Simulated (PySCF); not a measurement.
Structure with atom numbers: `[CH3:1][N:2]([CH3:3])[C:4](=[O:5])[SiH:6]([PH2:7])[PH2:8]` (H(Xn): hydrogen on atom n).

Geometry: PBE0-D3(BJ)/def2-SVP; GIAO shifts from PySCF 2.14, gas phase, non-relativistic, averaged over equivalent atoms.

At PBE0/pcSseg-1 (212 basis functions, 47 s wall time on 1 thread of an Arm Neoverse V2, shared host):
| atoms | δ (ppm) |
| --- | --- |
| C4 | 180.4 |
| C1/C3 | 34.7 |
| N2 | 140.4 |
| O5 | 493.4 |
| Si6 | -24.9 |
| P7/P8 | -272.2 |
| H(Si6) | 5.56 |
| H(C1)/H(C3) | 2.94 |
| H(P7)/H(P8) | 1.79 |

Chemical shifts δ = σref − σ; 13C (σref 184.41) and 29Si (σref 351.99) and 1H (σref 31.27) vs TMS; NH3 for 15N (σref 265.67); H2O for 17O (σref 334.56); 31P (σref 310.13) vs H3PO4, all at this level.

Q: Estimate the result of repeating the calculation with wB97X-D/pcSseg-1.

A: 
```tsv
atoms	δ at wB97X-D/pcSseg-1	change
C4	182.4	+2.0
C1/C3	34.9	+0.2
N2	135.8	-4.6
O5	490.7	-2.7
Si6	-23.3	+1.6
P7/P8	-271.9	+0.3
H(Si6)	5.39	-0.17
H(C1)/H(C3)	2.93	-0.01
H(P7)/H(P8)	1.74	-0.05
```

Referencing at the same level of theory: 13C (184.54 ppm), 29Si (352.93 ppm), 1H (31.38 ppm) against TMS; NH3 for 15N (263.98 ppm); 17O (333.19 ppm) vs H2O; 31P (307.18 ppm) against H3PO4.

The largest change is at N2 (amide-type nitrogen). Cost: 212 basis functions, 49 s wall time on 1 thread of an Arm Neoverse V2, shared host.

The carbons averaged at δ 34.7 differ by 9 ppm in this conformer. Unscaled 17O shifts of doubly bonded oxygen tend to come out too high, by tens of ppm or more. Experimental scales use liquid or dissolved standards, which lie at an offset from isolated NH3 (liquid NH3: subtract about 20 ppm) and H2O (liquid H2O: subtract about 36 ppm) and H3PO4.
